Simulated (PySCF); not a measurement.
Ionisation of allylbenzene

Molecule: allylbenzene, `C=CCc1ccccc1` (C9H10). Coordinates in Å; atoms count from 1 in this order:
```
C    -2.9983   -0.1430   -1.3790
C    -2.1112    0.5642   -0.6782
C    -1.4384    0.1013    0.5773
C     0.0663    0.0171    0.4548
C     0.9028    0.5834    1.4215
C     2.2894    0.4825    1.3168
C     2.8622   -0.1863    0.2373
C     2.0384   -0.7509   -0.7362
C     0.6540   -0.6473   -0.6283
H    -3.3073   -1.1446   -1.0608
H    -3.4520    0.2512   -2.2922
H    -1.8194    1.5606   -1.0341
H    -1.6861    0.7899    1.4031
H    -1.8404   -0.8862    0.8640
H     0.4599    1.1113    2.2713
H     2.9256    0.9323    2.0832
H     3.9488   -0.2653    0.1523
H     2.4784   -1.2751   -1.5885
H     0.0111   -1.0837   -1.3977
```

Level of theory: ωB97X-D3(BJ)/ma-def2-SVP single points in PySCF, grid level 2; every species was optimised with PBE0-D3(BJ)/def2-SVP. The prefix ma- adds one diffuse s and one diffuse p function on all atoms but H. ωB97X-D3(BJ) is ωB97X-V with D3(BJ) in place of VV10. Thermal corrections: PBE0-D3(BJ)/def2-SVP frequencies, unscaled, ideal gas at 298.15 K and 1 bar, quasi-RRHO entropy.

Frontier levels of the parent: HOMO -9.24 eV, LUMO 1.55 eV.

Oxidation to the radical cation:
```
Vertical ionisation energy (electronic)              : 8.97 eV
Adiabatic ionisation energy (with zero-point energy) : 8.77 eV
Adiabatic, electronic part                           : 8.86 eV
Vertical gap at the product's structure              : 8.65 eV
Inner reorganisation energy (four-point)             : 320 meV
Relaxation of product / of parent                    : 112 / 208 meV
⟨S²⟩ of the product                                  : 0.772
Largest spin populations                             : C7 0.41, C4 0.34, C5 0.15
Largest changes of atomic charge                     : C4 0.17, C7 0.17
Distances that move most (Å)                         : C4–C5 1.398 → 1.434; C3–C4 1.512 → 1.477; C7–C8 1.395 → 1.419; C4–C9 1.400 → 1.421
Potential in acetonitrile                            : 6.69 V absolute (solvation -14 → -212 kJ/mol)
```

Solvents are IEF-PCM continua (electrostatics only, gas-phase structures); absolute potentials refer to an electron at rest in vacuum.

Measured values (NIST Chemistry WebBook, evaluated or the median of agreeing entries): vertical ionisation energy 9.16 eV (computed 8.97, difference -0.19).

Note: ma-def2-SVP is a small basis, whose errors can reach tens of kJ/mol.

Run with `OMP_NUM_THREADS=1 python redox_run.py task.json out` on 1 thread of Arm Neoverse V1, a shared host. Structures, frequencies and single points: 69 min of wall time.
